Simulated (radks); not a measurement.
Problem. Tl XXXI, configuration [Kr] 4d10 4f5. Method: Dirac Kohn-Sham, relativistic LDA (MacDonald-Vosko exchange, VWN5 correlation), spin-unpolarised, spherical densities, finite nucleus; open shells fill j = l - 1/2 first; Fermi nuclear charge, rms radius 5.4759 fm; computed with a radial shooting solver on a logarithmic mesh with Libxc functionals. Some entries of the table are withheld. Estimate them.

orbital  occ.  eigenvalue (Ry)  <r> (bohr)
1s1/2       2        -6310.340         (1)
2s1/2       2        -1187.111     0.06837
2p1/2       2        -1143.761     0.05612
2p3/2       4        -994.0720     0.06487
3s1/2       2        -341.5939      0.1772
3p1/2       2        -321.9107      0.1675
3p3/2       4        -288.3900      0.1832
3d3/2       4        -255.6871      0.1592
3d5/2       6        -248.4859      0.1639
4s1/2       2        -130.0258      0.3774
4p1/2       2        -121.4393      0.3759
4p3/2       4        -112.2288      0.4040
4d3/2       4        -98.15171         (2)
4d5/2       6        -96.29681         (3)
4f5/2       5        -78.50347      0.3857
4f7/2       0        -78.01322      0.3892
5s1/2       0        -66.37690      0.6982
5p1/2       0        -62.59748         (4)
5p3/2       0        -59.32390         (5)

Solution. 
(1) 1s1/2 <r> (bohr): 0.01640
(2) 4d3/2 <r> (bohr): 0.3985
(3) 4d5/2 <r> (bohr): 0.4067
(4) 5p1/2 <r> (bohr): 0.7102
(5) 5p3/2 <r> (bohr): 0.7487
